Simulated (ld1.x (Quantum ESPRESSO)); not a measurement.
**LDA (PZ) TM dataset for S, scalar-relativistic all-electron reference.**

ld1.x (Quantum ESPRESSO) 7.5 input, shortened:

```
&input
   title='S', zed=16., rel=1, dft='PZ', iswitch=3,
   config='[Ne] 3s2 3p4 3d-2'
 /
 &inputp
   pseudotype=2, tm=.true., lloc=0,
   nlcc=.false.
 /
3
3P  2  1   4.00   0.00  1.30  1.30  0.0
3D  3  2  -2.00   0.35  1.40  1.40  0.0
3S  1  0   2.00   0.00  1.35  1.35  0.0
 &test
   configts(1)='3s2 3p4'
 /
```

Question: Estimate the cutoffs (Ry, on a coarse ladder) from which the occupation-weighted sum of valence levels, in a spherical-Bessel basis at the reference potential, stays within 10 and 1 mRy of its value at 400 Ry.

Answer: 50 Ry and 100 Ry.

Question: What does a ghost test show?

Answer: No extra level below or beside the all-electron valence levels (p, d, s, f tested).

Question: Tests: 3s2 3p3; 3s2 3p2; 3s2 3p1; 3s2 3p4.3; 3s0 3p6; 3s1 3p4; 3s2 3p3.5. Which has the largest error in its energy relative to the reference configuration, and how large is it?

Answer: 3s2 3p1, with +122 meV (all-electron minus pseudo) on +68.39 eV.
